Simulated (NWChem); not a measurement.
Molecule: TaOCl2F; SMILES [O]=[Ta]([F])([Cl])[Cl]

```xyz
5

Ta     0.1997     0.0375     0.0000
O      0.8450     1.6367     0.0000
F      1.6758    -1.1296     0.0000
Cl    -1.0712    -0.1666    -1.9144
Cl    -1.0712    -0.1666     1.9144
```
Atoms are numbered in this order, from 1.

All runs: NWChem. The geometry was optimised at PBE-D3(BJ)/def2-SVP. def2 effective core potentials on Ta; no spin-orbit coupling. Ions are spin-unrestricted doublets at the neutral geometry; other ion states weren't tried.

For level PBE/def2-SVP:

- vertical ionisation energy, ΔSCF (eV) = 11.30
- −ε(HOMO) (eV) = 8.25

Problem. Estimate the same quantities for level BHandHLYP/def2-SVP.

Solution. The vertical ionisation energy, ΔSCF (eV) comes out as 11.95 and the −ε(HOMO) (eV) comes out as 11.08.
